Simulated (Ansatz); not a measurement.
CH3BSi, SMILES `B1C=[SiH]1` (charge 0, multiplicity 1).

Cartesian coordinates (Å):
```xyz
6

B     -0.8708    -0.5616     0.2865
C     -0.2202     0.7153    -0.0883
Si     1.0086    -0.3972     0.4130
H     -1.8747    -1.1813     0.4014
H     -0.5325     1.6860    -0.4517
H      2.4896    -0.2612     0.5104
```
Charge 0, multiplicity 1.

Frozen-core energies in cc-pVTZ from Ansatz (a program for electronic structure) at a geometry from PBE0-D3(BJ)/def2-TZVP; the HF reference has <S^2> = 0.00 and the T1 diagnostic is 0.014.

| level | energy (Ha) |
|---|---|
| HF | -353.15844 |
| MP2 | -353.52936 |
| CCSD | -353.55600 |

Q: Estimate the energies of CCSD(T), CCSDT and CCSDT(Q), and give each level's difference from CCSDT(Q).

A: 
```
level     energy (Ha)  difference from CCSDT(Q) (mHa)
--------  -----------  ------------------------------
MP2        -353.52936                           50.77
CCSD       -353.55600                           24.13
CCSD(T)    -353.57782                            2.31
CCSDT      -353.57852                            1.61
CCSDT(Q)   -353.58013                            0.00
```
